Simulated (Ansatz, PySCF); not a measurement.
Gas-phase reaction in SMILES: NB(Br)Br → Br[B]Br + [NH2] (NH2) (the B-N bond at the site shown breaks; other sites are not compared here)
Each molecule is optimised on its own at B3LYP-D3(BJ)/def2-TZVP (Ansatz, a program for electronic structure), one conformer each, not searched for the lowest. Frequencies are from Ansatz or PySCF.
Geometry of the first species:
```
B
N 1 1.3817
H 2 1.0067 1 122.45
H 2 1.0067 3 115.10 1 -180.00
Br 1 1.9346 2 120.05 3 -180.00
Br 1 1.9346 2 120.05 3 0.00
```
Charge 0, spin multiplicity 1.

Property: bond dissociation energy (0 K, with B3LYP-D3(BJ) harmonic zero-point energies), in kcal/mol. Cores are frozen in the correlated levels unless marked. Open shells are spin-unrestricted. Spin-orbit coupling is left out. The frozen core is the preceding noble-gas configuration, with the filled d and f shells of earlier blocks. Non-relativistic. Basis-set limits of correlation are two-point, X^-3; Hartree-Fock from the larger set.

```
level                                program  bond dissociation energy (kcal/mol)
----------------------------  --------------  -----------------------------------
SVWN5/def2-TZVPD                      Ansatz                                150.4
PBE/def2-TZVPD                        Ansatz                                128.5
PBE-D4/def2-TZVPD             Ansatz + dftd4                                130.1
revPBE-D4/def2-TZVPD          Ansatz + dftd4                                125.9
revPBE/def2-TZVPD                     Ansatz                                121.3
B97M-V/def2-TZVPD                     Ansatz                                129.6
PBE0-D3(BJ)/def2-TZVP         Ansatz + dftd3                           (withheld)
PBE0-D3(BJ)/def2-TZVPD        Ansatz + dftd3                                130.2
PBE0/def2-TZVPD                       Ansatz                                128.9
BHLYP-D3(BJ)/def2-TZVPD       Ansatz + dftd3                                127.8
HSE06-D3(BJ)/def2-TZVPD       Ansatz + dftd3                                130.0
CAM-B3LYP/def2-TZVPD                  Ansatz                           (withheld)
LC-wPBE/def2-TZVPD                    Ansatz                                131.2
SCS-MP2/aug-cc-pVDZ                   Ansatz                                130.3
CCSD/aug-cc-pVTZ                      Ansatz                                128.3
CCSD/cc-pVQZ                          Ansatz                                130.0
CCSD(T)/CBS(cc-pVTZ,cc-pVQZ)          Ansatz                                133.6
```

Complete the blanks.


- PBE0-D3(BJ)/def2-TZVP, bond dissociation energy (kcal/mol): 130.9
- CAM-B3LYP/def2-TZVPD, bond dissociation energy (kcal/mol): 130.6
